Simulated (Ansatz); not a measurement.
Geometry optimisation, Ansatz, UKS PBE/6-31G*.

Input:

```yaml
crystal:
  periodic: [false, false, false]
  atoms:
    - { symbol: B, position_ang: [0.082122, -0.136225, -0.125053] }
    - { symbol: F, position_ang: [0.322677, -0.77308, 1.026864] }
    - { symbol: Cl, position_ang: [1.471799, 0.451452, -1.067371] }
    - { symbol: "N", position_ang: [-1.230437, 0.031976, -0.586346] }
    - { symbol: H, position_ang: [-2.032805, -0.282699, -0.044078] }
    - { symbol: H, position_ang: [-1.457069, 0.502639, -1.459057] }
    - { symbol: Cl, position_ang: [-0.490386, 0.205937, 3.410041] }
magnetization:
  spin_polarized: true
  initial_magnetization: 1
basis:
  gaussian: { orbitals: "6-31G*" }
hamiltonian:
  xc: pbe
relax:
  f_tol: 0.03
  max_steps: 50
output:
  orbitals: {}
```

Command:

```bash
$ ansatz run input.yaml --threads 2 --pin off --max-ram 3072MiB --backend cpu --events-out ev --progress --plain --runs-dir out
```

Q: Where does it end, and by what steps?

A: The run converged. After 11 steps the energy has fallen by 0.057 eV; Cl7 moved furthest, 0.89 Å.

```csv
step,energy less start (eV),largest force component (eV/Å),accepted
0,0.0000,0.482,yes
1,-0.0022,0.280,yes
2,-0.0051,0.116,yes
3,-0.0079,0.119,yes
4,-0.0126,0.364,yes
5,-0.0196,0.477,yes
6,-0.0312,0.446,yes
7,-0.0445,0.338,yes
8,-0.0520,0.224,yes
9,-0.0520,0.223,no
10,-0.0552,0.108,yes
11,-0.0571,0.008,yes
```

```xyz
7
Properties=species:S:1:pos:R:3
B 0.205 -0.032 -0.152
F 0.674 -0.269 1.102
Cl 1.424 0.055 -1.444
N -1.157 0.131 -0.392
H -1.836 0.084 0.367
H -1.540 0.313 -1.315
Cl -1.103 -0.282 2.990
```

Whether the end is a true minimum wasn't checked by a vibrational analysis.

The run took 47 s on 2 threads of Arm Neoverse V1 (shared host), peak memory 0.19 GiB.
